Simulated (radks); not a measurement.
Trend from Cu+ to Au+: ionisation energy by Delta-SCF between NIST ground configurations, and size. All-electron calculation, Dirac Kohn-Sham, PBEsol, spin-unpolarised, spherical densities, finite nucleus; open shells fill j = l - 1/2 first; Fermi nuclear charge, rms radius of each element as measured or else 0.836 A^(1/3) + 0.57 fm. Program: a radial shooting solver on a logarithmic mesh with Libxc functionals.

| species | configuration | configuration of the ion | IE (eV) | NIST (eV) | kind | -e(HOMO) (eV) |
|---|---|---|---|---|---|---|
| Cu+ | [Ar] 3d10 | [Ar] 3d9 | 21.194 | 20.292 | exp. | 13.534 (3d5/2) |
| Ag+ | [Kr] 4d10 | [Kr] 4d9 | 21.868 | 21.484 | exp. | 15.418 (4d5/2) |
| Au+ | [Xe] 4f14 5d10 | [Xe] 4f14 5d9 | 20.576 | 20.20 | exp. | 14.759 (5d5/2) |

Reference values: NIST Atomic Spectra Database (exp. = measured, semi-emp. = semi-empirical, theory = theoretical value adopted there). Spin polarisation and multiplet splitting are left out, so open shells lie too high by an amount that depends on their filling.

Beside tabulated values, note that spin-unpolarised runs miss the spin-polarisation part of the exchange energy of open shells.
